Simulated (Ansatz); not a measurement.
Start from `[SiH3][SiH2]BCl` and change one atom or group to get `B[SiH2][SiH3]`.

Ansatz, PBE0-D4/def2-TZVP geometries, multiplicity 1. Each molecule was computed in one conformer, which needn't be the lowest.

| property | `[SiH3][SiH2]BCl` |
| --- | --- |
| HOMO–LUMO gap (PBE/def2-TZVPP) / eV | 3.39 |
| HOMO energy (PBE/def2-TZVPP) / eV | -6.61 |
| LUMO energy (ωB97M-V/def2-TZVPP) / eV | -0.38 |
| HOMO energy (B3LYP/def2-TZVPP) / eV | -7.59 |
| size of the dipole moment (PBE/def2-TZVPP) / D | 0.36 |
| HOMO–LUMO gap (B3LYP/def2-TZVPP) / eV | 5.10 |

Question: What does the change do to each property? (Best estimate.)

Answer: Computed: 
```tsv
property	`B[SiH2][SiH3]`	shift
HOMO–LUMO gap (PBE/def2-TZVPP) / eV	3.45	0.06
HOMO energy (PBE/def2-TZVPP) / eV	-6.89	-0.28
LUMO energy (ωB97M-V/def2-TZVPP) / eV	-0.59	-0.21
HOMO energy (B3LYP/def2-TZVPP) / eV	-7.76	-0.17
size of the dipole moment (PBE/def2-TZVPP) / D	0.07	-0.29
HOMO–LUMO gap (B3LYP/def2-TZVPP) / eV	5.08	-0.02
```

Dipoles are sizes alone; their direction can turn.

B3LYP here is the variant with VWN-RPA as its local correlation; programs differ in this.
